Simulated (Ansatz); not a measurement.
`[SH][GeH]` + H₂ → `[GeH2]` + H₂S at 298.15 K and 1 bar (hydrogenolysis of a Ge–S bond).

Isolated molecules relaxed with PBE0-D4/def2-TZVP in Ansatz; ΔE leaves out vibrations. CCSD(T)/CBS is the MP2 limit (def2-TZVPP, def2-QZVPP) plus CCSD(T) − MP2 in def2-TZVPP, frozen cores. This one scheme is used for every species. For Ge outer-core shells are correlated without core-valence functions, which leaves a few kJ/mol of doubt a bond. Scalar relativity is left out up to krypton.

```
    species  CCSD(T)/CBS energy (Eh)  H − E (kJ/mol)  S (J/(mol·K))
`[SH][GeH]`              -2475.08182            53.3          270.6
         H₂                 -1.17544            35.1          130.4
   `[GeH2]`              -2077.24753            38.7          220.4
        H₂S               -398.97279            49.9          205.7
```

H − E and S are ideal-gas, rigid-rotor, harmonic terms from PBE0-D4/def2-TZVP. The MP2-based limit puts H₂ 0.8 mEh under its directly extrapolated value; such offsets cancel only in part. 1 Eh = 2625.50 kJ/mol, R = 8.31446 J/(mol·K).

Problem. By hand: ΔE, ΔH, ΔS and ΔG.

Solution. ΔE = (-2077.24753) + (-398.97279) − (-2475.08182) − (-1.17544) = 0.03694 Eh = 97.0 kJ/mol. Δ(H − E) = 38.7 + 49.9 − 53.3 − 35.1 = 0.2, so ΔH = 97.2 kJ/mol. ΔS = 220.4 + 205.7 − 270.6 − 130.4 = 25.1 J/(mol·K). ΔG = 97.2 − 298.15 × (25.1)/1000 = 89.7 kJ/mol.

Problem. By hand: the equilibrium constant, and the temperature at which ΔG would vanish if ΔH and ΔS stayed fixed.

Solution. log₁₀ K = −ΔG/(RT ln 10) = -15.7. ΔG = 0 at ΔH/ΔS = 3873 K, far beyond where these terms or the molecules hold.

ΔH outweighs TΔS. A doubt of 5 kJ/mol in ΔE shifts log₁₀ K by 0.9 here. These are equilibria of isolated gas molecules and say nothing of rates. Largest T1 diagnostic: 0.015 (customary marks: 0.02 for closed shells, 0.045 for open ones).
